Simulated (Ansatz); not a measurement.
Conformers of Cl$_{2}$GeH$_{3}$SSi, SMILES `Cl[SiH][S][GeH2][Cl]` radical, each relaxed with PBE0-D4/def2-TZVP in Ansatz. CBS adds the triple-zeta coupled-cluster correction to the MP2 limit.

Outer-core shells of Ge are correlated without core-valence functions. Scalar relativity is left out up to krypton. Spin–orbit coupling is left out.

Not all of them had a frequency check.

Conformer A:

Z-matrix (Å, degrees):
```
Ge
Cl 1 2.151
S 1 2.220 2 109.5
H 1 1.529 2 106.9 3 120.7
H 1 1.530 2 108.4 3 -115.5
Si 3 2.127 1 100.0 2 50.3
Cl 6 2.062 3 112.4 1 53.6
H 6 1.489 3 105.1 1 171.0
```

Conformer B:

Cartesian coordinates in Å:
```
Cl 2.309 -0.661 0.904
Si 0.548 -1.694 0.649
S -0.626 -0.944 -0.954
Ge -0.862 1.149 -0.250
Cl 0.658 2.381 -1.132
H 0.877 -3.100 0.285
H -2.210 1.652 -0.772
H -0.694 1.217 1.270
```

(1) Which is lowest in electronic energy at CCSD(T)/CBS (frozen core, def2 sets), and by how much? (An estimate is asked.)

(2) Give the energies relative to A (kJ/mol) with PBE0-D4/def2-TZVPP, B3LYP-D4/def2-TZVPP, ωB97X-V/def2-TZVPP, MP2/def2-TZVPP, CCSD/def2-TZVPP, HF/def2-QZVPP, MP2/def2-QZVPP. (Estimate.)

Answers

(1) The calculation gave: A; B lies 0.7 kJ/mol higher. Gaps under about 2 kJ/mol don't settle the order.

(2) The calculation gave: 
```csv
level,B
PBE0-D4/def2-TZVPP,0.8
B3LYP-D4/def2-TZVPP,1.5
ωB97X-V/def2-TZVPP,1.0
MP2/def2-TZVPP,0.9
CCSD/def2-TZVPP,0.7
HF/def2-QZVPP,0.7
MP2/def2-QZVPP,0.9
```

B3LYP here is the variant with VWN-RPA as its local correlation; programs differ in this.
